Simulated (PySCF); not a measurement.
## [TcF3]+: umbrella curve

Level of theory: PySCF, UPBE0, basis Tc def2-SVP with ECP28, F def2-SVP (scalar-relativistic core potentials, no spin–orbit coupling, density fitting).

Rigid scan from the quartet minimum (Tc–F 1.765 Å (×3); F–Tc–F 120.0° (×3)). Coordinate: angle between each bond and the threefold axis, bonds fixed. Energies in kJ/mol from the minimum.

```json
{"angle of the bonds to the threefold axis (°)": "55", "E (kJ/mol)": "106.4", "dipole size (D, about the centre of mass)": "5.54", "⟨S²⟩": "3.76"}
{"angle of the bonds to the threefold axis (°)": "60", "E (kJ/mol)": "73.2", "dipole size (D, about the centre of mass)": "4.76", "⟨S²⟩": "3.76"}
{"angle of the bonds to the threefold axis (°)": "65", "E (kJ/mol)": "51.6", "dipole size (D, about the centre of mass)": "3.95", "⟨S²⟩": "3.76"}
{"angle of the bonds to the threefold axis (°)": "70", "E (kJ/mol)": "35.3", "dipole size (D, about the centre of mass)": "3.12", "⟨S²⟩": "3.76"}
{"angle of the bonds to the threefold axis (°)": "75", "E (kJ/mol)": "21.6", "dipole size (D, about the centre of mass)": "2.30", "⟨S²⟩": "3.76"}
{"angle of the bonds to the threefold axis (°)": "80", "E (kJ/mol)": "10.5", "dipole size (D, about the centre of mass)": "1.51", "⟨S²⟩": "3.76"}
{"angle of the bonds to the threefold axis (°)": "85", "E (kJ/mol)": "2.7", "dipole size (D, about the centre of mass)": "0.74", "⟨S²⟩": "3.76"}
{"angle of the bonds to the threefold axis (°)": "90", "E (kJ/mol)": "0.0", "dipole size (D, about the centre of mass)": "0.00", "⟨S²⟩": "3.76"}
```

With open d or f shells other occupations or spin states may lie lower.

Other isomers or separated fragments may lie lower.

The scan took 10 s on 2 threads of a shared Arm Neoverse V2 host; the process peaked at 0.87 GiB. Launch command: `OMP_NUM_THREADS=2 python axn.py task.json out`.
